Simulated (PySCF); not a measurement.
A calculated (HSE06, PySCF 2.14, x2c-QZVPPall, scalar relativity by spin-free X2C-1e) atom or ion has these occupied shells.

| shell | electrons | orbital energy (eV) | rms radius, mean of both spins (bohr) |
| --- | --- | --- | --- |
| 1s α | 1 | -29082.2 | 0.0333 |
| 1s β | 1 | -29082.2 | 0.0333 |
| 2s α | 1 | -4436.4 | 0.136 |
| 2s β | 1 | -4436.1 | 0.136 |
| 2p α | 3 | -3985.5 | 0.121 |
| 2p β | 3 | -3985.2 | 0.121 |
| 3s α | 1 | -887.46 | 0.362 |
| 3s β | 1 | -887.27 | 0.362 |
| 3p α | 3 | -738.85 | 0.363 |
| 3p β | 3 | -738.62 | 0.363 |
| 3d α | 5 | -509.31 | 0.342 |
| 3d β | 5 | -508.93 | 0.342 |
| 4s α | 1 | -165.95 | 0.867 |
| 4s β | 1 | -164.46 | 0.867 |
| 4p α | 3 | -120.07 | 0.939 |
| 4p β | 3 | -118.44 | 0.939 |
| 4d α | 5 | -52.513 | 1.15 |
| 4d β | 4 | -51.429 | 1.15 |
| 5s α | 1 | -30.043 | 2.27 |
| 5s β | 1 | -28.716 | 2.27 |
| 5p α | 1 | -21.275 | 2.68 |

(1) Name the element and its charge.

## Answers

(1) Sn²⁺ (tin, charge +2), in [Kr] 4d9 5s2 5p1, one real determinant (an excited configuration).
